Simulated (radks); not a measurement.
Results of a calculation; reference values are marked as such.
Task: These are the eigenvalues of the occupied orbitals of an atom or ion with whole-number occupations (eV). Code: a radial shooting solver on a logarithmic mesh with Libxc functionals. Model: non-relativistic Kohn-Sham, r2SCAN, spin-polarised, spherical densities, point nucleus; meta-GGA in the generalised Kohn-Sham scheme.

orbital  eigenvalue
1s down   -6413.497
1s up     -6413.454
2s up     -758.8566
2s down   -755.9793
2p up     -651.1944
2p down   -649.0359
3s up     -106.9770
3s down   -100.1230
3p up      -75.8230
3p down    -68.9695
3d up      -26.3595

Which element is it, and in what charge state? The configuration may be excited. Open shells, if any, are filled with parallel spins first.

Result: Z = 25, manganese, charge +2: Mn2+ in [Ar] 3d5. The list shows which subshells hold electrons but not how many an open one holds; the 1s level, -235.69 hartree, gives Z - s = 21.7 by -(Z - s)^2/2, which with screening narrows Z to a few neighbours, and the depths of the outer levels then fix element, charge and occupations together.
